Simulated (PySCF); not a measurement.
## A series of derivatives of N[SiH2][SiH2]N

Parent skeleton `[NH2:1][SiH2:2][SiH2:3][NH2:4]`; one hydrogen on atom 1 is replaced by X. Hydrogens on one atom are averaged.

[PySCF: shielding tensors at PBE0/pcSseg-1 (GIAO); GFN2-xTB structure; equivalent nuclei averaged; non-relativistic Hamiltonian; a single conformation; gas phase]

Referencing at the same level of theory: 15N (267.73 ppm) vs NH3; TMS for 29Si (349.16 ppm) and 1H (31.72 ppm).

Parent (X = H): N1 -7.6, Si2 -60.8, Si3 -60.8, N4 -7.6, H(Si2) 4.93, H(Si3) 4.93 ppm. Effects are Δδ = δ(X) − δ(H), positive for deshielding.

Known members:
```json
{"X": "Ph", "N1": "+71.9", "Si2": "-2.4", "Si3": "+0.2", "N4": "+5.0", "H(Si2)": "+0.09", "H(Si3)": "+0.16"}
{"X": "CH2CF3", "N1": "+15.0", "Si2": "+10.5", "Si3": "+6.3", "N4": "+2.2", "H(Si2)": "+0.05", "H(Si3)": "+0.06"}
{"X": "tBu", "N1": "+52.1", "Si2": "-7.1", "Si3": "+6.5", "N4": "+2.3", "H(Si2)": "+0.16", "H(Si3)": "+0.11"}
{"X": "CHO", "N1": "+130.8", "Si2": "-12.5", "Si3": "-3.4", "N4": "+24.2", "H(Si2)": "-0.33", "H(Si3)": "+0.44"}
{"X": "nPr", "N1": "+32.8", "Si2": "+3.7", "Si3": "+5.6", "N4": "+3.2", "H(Si2)": "+0.08", "H(Si3)": "+0.13"}
```

Four more derivatives gave (Δδ, ppm):
```csv
compound,N1,Si2,Si3,N4,H(Si2),H(Si3)
1,+55.2,+3.6,+6.3,+3.5,-0.08,+0.06
2,+35.8,+6.1,+9.2,+2.1,+0.10,+0.26
3,+45.6,-3.7,+0.7,+2.0,-0.06,-0.03
4,+126.8,-6.4,+3.5,+3.9,-0.29,+0.07
```

**Question.** Their substituents are C2H5, COCH3, cBu, iPr. Which is which?

**Answer.** 1: X = cBu (N[SiH2][SiH2]NC1CCC1); 2: X = C2H5 (CCN[SiH2][SiH2]N); 3: X = iPr (CC(C)N[SiH2][SiH2]N); 4: X = COCH3 (CC(=O)N[SiH2][SiH2]N).

Experimental scales use liquid or dissolved standards, which lie at an offset from isolated NH3 (liquid NH3: subtract about 20 ppm).
